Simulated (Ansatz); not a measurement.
Consider the cleavage of the Ga–Si bond: `[SiH3]O[SiH2][GaH2]` + `[NH2][Ga]([F])[F]` → `[F][Ga]([F])[NH][GaH2]` + `[SiH3]O[SiH3]`.

Gas-phase electronic energies from Ansatz, PBE0-D4/def2-TZVP geometries. CCSD(T)/CBS adds triple-zeta CCSD(T) − MP2 to the extrapolated MP2 energy (def2 sets, frozen cores). DFT in def2-TZVPP. B3LYP here is the variant with VWN-RPA as its local correlation; programs differ in this. HSE06 is defined as in plane-wave codes. For Ga outer-core shells are correlated without core-valence functions, which leaves a few kJ/mol of doubt a bond. Scalar relativity is left out up to krypton. One conformer a species, not always the lowest.

`[SiH3]O[SiH2][GaH2]`:

```xyz
11

Si    0.949    1.203   -0.691
O     0.203   -0.015   -1.468
Si   -0.738   -1.184   -0.715
Ga   -0.572   -0.491    1.612
H     0.431    2.528   -1.101
H     2.421    1.137   -0.833
H     0.646    1.059    0.797
H    -2.097   -1.134   -1.324
H    -0.164   -2.516   -1.053
H    -1.636    0.486    2.235
H     0.556   -1.073    2.540
```

`[NH2][Ga]([F])[F]`:

Cartesian coordinates in Å:
```
N 0.426 -0.609 -0.719
Ga -0.248 0.507 0.507
F -1.436 1.715 0.115
F 0.303 0.522 2.157
H -0.017 -0.725 -1.614
H 0.972 -1.409 -0.447
```

`[F][Ga]([F])[NH][GaH2]`:

Cartesian coordinates in Å:
```
F 1.201 2.742 -1.018
Ga 0.652 1.090 -0.945
F 0.857 0.206 -2.430
N -0.065 0.348 0.531
Ga -0.688 -1.369 0.783
H -0.123 0.979 1.319
H -1.248 -1.678 2.206
H -0.585 -2.317 -0.446
```

`[SiH3]O[SiH3]`:

Cartesian coordinates in Å:
```
Si 0.661 1.396 -0.278
O 0.447 -0.205 -0.031
Si -0.592 -1.427 0.273
H -0.106 1.838 -1.473
H 2.106 1.644 -0.494
H 0.194 2.164 0.906
H 0.184 -2.688 0.349
H -1.600 -1.527 -0.815
H -1.294 -1.195 1.563
```

```json
{"level": "LDA (SPW92)", "ΔE (kJ/mol)": "-27.6", "difference from CCSD(T)/CBS": "31.7"}
{"level": "PBE-D4", "ΔE (kJ/mol)": "-35.1", "difference from CCSD(T)/CBS": "24.2"}
{"level": "revPBE-D4", "ΔE (kJ/mol)": "-37.7", "difference from CCSD(T)/CBS": "21.6"}
{"level": "BLYP-D4", "ΔE (kJ/mol)": "-53.7", "difference from CCSD(T)/CBS": "5.6"}
{"level": "r2SCAN-D4", "ΔE (kJ/mol)": "-49.1", "difference from CCSD(T)/CBS": "10.2"}
{"level": "B97M-V", "ΔE (kJ/mol)": "-49.6", "difference from CCSD(T)/CBS": "9.7"}
{"level": "PBE0-D4", "ΔE (kJ/mol)": "-40.2", "difference from CCSD(T)/CBS": "19.1"}
{"level": "B3LYP-D4", "ΔE (kJ/mol)": "-56.1", "difference from CCSD(T)/CBS": "3.2"}
{"level": "r2SCANh-D4", "ΔE (kJ/mol)": "-49.7", "difference from CCSD(T)/CBS": "9.6"}
{"level": "r2SCAN0-D4", "ΔE (kJ/mol)": "-50.6", "difference from CCSD(T)/CBS": "8.7"}
{"level": "HSE06-D4", "ΔE (kJ/mol)": "-40.4", "difference from CCSD(T)/CBS": "18.9"}
{"level": "BHLYP-D4", "ΔE (kJ/mol)": "-62.7", "difference from CCSD(T)/CBS": "-3.4"}
{"level": "CAM-B3LYP-D4", "ΔE (kJ/mol)": "-61.8", "difference from CCSD(T)/CBS": "-2.5"}
{"level": "ωB97M-V", "ΔE (kJ/mol)": "-53.9", "difference from CCSD(T)/CBS": "5.4"}
{"level": "PBE", "ΔE (kJ/mol)": "-38.5", "difference from CCSD(T)/CBS": "20.8"}
{"level": "revPBE", "ΔE (kJ/mol)": "-43.9", "difference from CCSD(T)/CBS": "15.4"}
{"level": "BLYP", "ΔE (kJ/mol)": "-60.5", "difference from CCSD(T)/CBS": "-1.2"}
{"level": "r2SCAN", "ΔE (kJ/mol)": "-49.8", "difference from CCSD(T)/CBS": "9.5"}
{"level": "PBE0", "ΔE (kJ/mol)": "-43.2", "difference from CCSD(T)/CBS": "16.1"}
{"level": "B3LYP", "ΔE (kJ/mol)": "-61.7", "difference from CCSD(T)/CBS": "-2.4"}
{"level": "r2SCANh", "ΔE (kJ/mol)": "-50.5", "difference from CCSD(T)/CBS": "8.8"}
{"level": "r2SCAN0", "ΔE (kJ/mol)": "-51.5", "difference from CCSD(T)/CBS": "7.8"}
{"level": "HSE06", "ΔE (kJ/mol)": "-43.2", "difference from CCSD(T)/CBS": "16.1"}
{"level": "BHLYP", "ΔE (kJ/mol)": "-68.5", "difference from CCSD(T)/CBS": "-9.2"}
{"level": "CAM-B3LYP", "ΔE (kJ/mol)": "-65.0", "difference from CCSD(T)/CBS": "-5.7"}
{"level": "LC-ωPBE", "ΔE (kJ/mol)": "-50.6", "difference from CCSD(T)/CBS": "8.7"}
{"level": "RPA@PBE/def2-TZVPP", "ΔE (kJ/mol)": "-65.7", "difference from CCSD(T)/CBS": "-6.4"}
{"level": "HF/def2-SVP", "ΔE (kJ/mol)": "-95.5", "difference from CCSD(T)/CBS": "-36.2"}
{"level": "MP2/def2-SVP", "ΔE (kJ/mol)": "-84.9", "difference from CCSD(T)/CBS": "-25.6"}
{"level": "CCSD(T)/def2-SVP", "ΔE (kJ/mol)": "-78.2", "difference from CCSD(T)/CBS": "-18.9"}
{"level": "MP2/def2-TZVPP", "ΔE (kJ/mol)": "-69.6", "difference from CCSD(T)/CBS": "-10.3"}
{"level": "SCS-MP2/def2-TZVPP", "ΔE (kJ/mol)": "-74.8", "difference from CCSD(T)/CBS": "-15.5"}
{"level": "CCSD/def2-TZVPP", "ΔE (kJ/mol)": "-64.7", "difference from CCSD(T)/CBS": "-5.4"}
{"level": "CCSD(T)/def2-TZVPP", "ΔE (kJ/mol)": "-62.0", "difference from CCSD(T)/CBS": "-2.7"}
{"level": "HF/def2-QZVPP", "ΔE (kJ/mol)": "-89.5", "difference from CCSD(T)/CBS": "-30.2"}
{"level": "MP2/def2-QZVPP", "ΔE (kJ/mol)": "-68.6", "difference from CCSD(T)/CBS": "-9.3"}
{"level": "SCS-MP2/def2-QZVPP", "ΔE (kJ/mol)": "-74.0", "difference from CCSD(T)/CBS": "-14.7"}
{"level": "HF/CBS(def2)", "ΔE (kJ/mol)": "-89.7", "difference from CCSD(T)/CBS": "-30.4"}
{"level": "MP2/CBS(def2)", "ΔE (kJ/mol)": "-66.9", "difference from CCSD(T)/CBS": "-7.6"}
{"level": "CCSD/CBS(def2)", "ΔE (kJ/mol)": "-62.0", "difference from CCSD(T)/CBS": "-2.7"}
{"level": "CCSD(T)/CBS", "ΔE (kJ/mol)": "-59.3", "difference from CCSD(T)/CBS": "0"}
```

Task: What do rigid-rotor, harmonic-oscillator terms from PBE0-D4/def2-TZVP frequencies (298.15 K, 1 bar) make of the CCSD(T)/CBS value? (An estimate is asked.)

Result: Computed: ΔZPE = -5.5 kJ/mol, ΔH = -63.9 kJ/mol, ΔS = 22 J/(mol·K), ΔG = -70.5 kJ/mol. Modes under 50 cm⁻¹ make the entropy rough.

Largest T1 diagnostic among the species: 0.014.

At CCSD(T), def2-SVP lies −18.9 kJ/mol from the extrapolated value and def2-TZVPP −2.7 kJ/mol. Leaving LDA and LC-ωPBE aside and taking each functional with its dispersion term where it has one, the values, not all of them listed here, spread over 31.1 kJ/mol, from B2PLYP to PBE-D4. LDA lies +10.9 kJ/mol from PBE without D4. From PBE to PBE0 (25 % exact exchange), in def2-TZVPP and without D4, ΔE moves by −4.7 kJ/mol.

CCSD(T)/CBS has its own doubt, a few kJ/mol and more with outer-core shells, so smaller differences from it don't rank the levels.
